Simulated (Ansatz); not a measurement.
The inner images of a band of AlF2HO + H2 (7 atoms, charge 0, multiplicity 1) are given out of order.

Level of theory: Ansatz, RKS PBE-D4/def2-SVP.

Image 0:

```xyz
7
Properties=species:S:1:pos:R:3
Al -0.056 -0.053 0.257
O -0.057 -0.491 1.906
H -0.872 -0.711 2.382
F 1.390 0.000 -0.570
F -1.468 0.069 -0.628
H 0.248 2.138 0.483
H 0.053 1.896 1.196
```

Image 6:

```xyz
7
Properties=species:S:1:pos:R:3
Al 0.093 0.545 -0.100
O -0.017 0.133 1.859
H -0.897 -0.310 1.859
F 1.421 -0.335 -0.637
F -1.414 -0.229 -0.272
H 0.148 2.133 -0.130
H -0.095 0.911 2.447
```

Task: Put them in order from the first end to the last, with their energies above the first end.
A.
```xyz
7
Properties=species:S:1:pos:R:3
Al 0.039 0.428 -0.084
O -0.010 0.063 1.860
H -0.813 -0.308 2.280
F 1.438 -0.235 -0.724
F -1.443 -0.129 -0.648
H 0.094 1.963 0.451
H -0.067 1.065 1.891
```
B.
```xyz
7
Properties=species:S:1:pos:R:3
Al -0.027 -0.035 0.196
O -0.017 -0.383 1.877
H -0.855 -0.502 2.351
F 1.409 -0.076 -0.648
F -1.448 0.046 -0.678
H 0.117 2.104 0.631
H 0.059 1.693 1.297
```
C.
```xyz
7
Properties=species:S:1:pos:R:3
Al -0.003 0.097 0.127
O -0.012 -0.181 1.852
H -0.828 -0.405 2.327
F 1.425 -0.110 -0.708
F -1.448 -0.001 -0.704
H 0.088 1.975 0.738
H 0.017 1.472 1.394
```
D.
```xyz
7
Properties=species:S:1:pos:R:3
Al 0.055 0.498 -0.115
O -0.020 0.113 1.847
H -0.834 -0.354 2.131
F 1.418 -0.313 -0.671
F -1.435 -0.191 -0.513
H 0.134 2.074 0.132
H -0.079 1.020 2.216
```
E.
```xyz
7
Properties=species:S:1:pos:R:3
Al 0.021 0.275 0.028
O -0.013 -0.015 1.848
H -0.807 -0.355 2.306
F 1.444 -0.138 -0.739
F -1.452 -0.037 -0.700
H 0.074 1.893 0.729
H -0.028 1.224 1.554
```

Result: B (+0.04 eV), C (+0.27 eV), E (+0.63 eV), A (+0.19 eV), D (-0.01 eV).

Time of the run: 110 s on 1 thread of Arm Neoverse V1, with other jobs on the host, peak memory 0.13 GiB.
